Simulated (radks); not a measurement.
Q: Numerical settings for the platinum ion Pt52+, [Ar] 3d8. Calculated with a radial shooting solver on a logarithmic mesh with Libxc functionals: scalar-relativistic Kohn-Sham, PBE, spin-polarised, spherical densities, finite nucleus; open shells are filled with parallel spins first (spin-orbit coupling, left out, can overturn this in heavy ions); Fermi nuclear charge, rms radius 5.427 fm. The defaults (mesh step 0.008 in ln r, mesh end at 40 bohr or more with all orbitals vanishing there, Anderson mixing 0.5 over 9 steps, residual threshold near 1e-9 with the energy settled to 1e-9 hartree or 1e-11 of itself, here a cap of 83 iterations) give E = -16190.8030 hartree and 3d at -4951.5 eV in 14 iterations. Run on one thread of a shared host, so times are rough (Intel(R) Xeon(R) 6975P-C): 0.11 s of CPU time, 0.11 s wall, 14 iterations on 2189 mesh points. One setting is changed at a time: mesh step in ln r 0.08; mesh step in ln r 0.003; mesh step in ln r 0.03; mesh end (bohr) 3; mesh end (bohr) 20; residual threshold 1e-16; residual threshold 0.001; mixing 1.5; linear mixing, mixing 0.2; linear mixing, mixing 0.05; mixing history 20; iteration cap 8. Which runs fail to converge, and which converge to a wrong energy?

A: Not converged within the cap: mesh step in ln r 0.08; residual threshold 1e-16; linear mixing, mixing 0.2; linear mixing, mixing 0.05; iteration cap 8. No run marked as converged misses the energy by more than 1 mhartree.
